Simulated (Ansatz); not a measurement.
Species: sum formula SiHF, charge 0, multiplicity 1. 
Geometry from a B3LYP-D3(BJ)/def2-TZVP (Ansatz, a first-principles code) optimisation:
```xyz
3

Si    -0.2468    -0.3148     0.4521
H     -0.9813    -1.2112    -0.5591
F      0.4929     0.6243    -0.6411
```
Charge 0, spin multiplicity 1.

Parts of the frozen-core correlation energy in STO-3G (Ansatz, hartree). Frozen orbitals: 6; correlated occupied orbitals by spin: 6 and 6; virtual: 3 and 3. No spin-orbit coupling. Non-relativistic.

```tsv
term	value
reference (HF)	-384.16839
MP2 opposite-spin	…
MP2 same-spin	…
CCSD correlation	…
(T)	-0.00503
FCI minus CCSD(T)	-0.00070
T1 diagnostic	0.023
largest doubles amplitude	0.084
```

Question: What belongs in the gaps?

Answer: 
- MP2 opposite-spin, value: -0.04559
- MP2 same-spin, value: -0.00763
- CCSD correlation, value: -0.06988
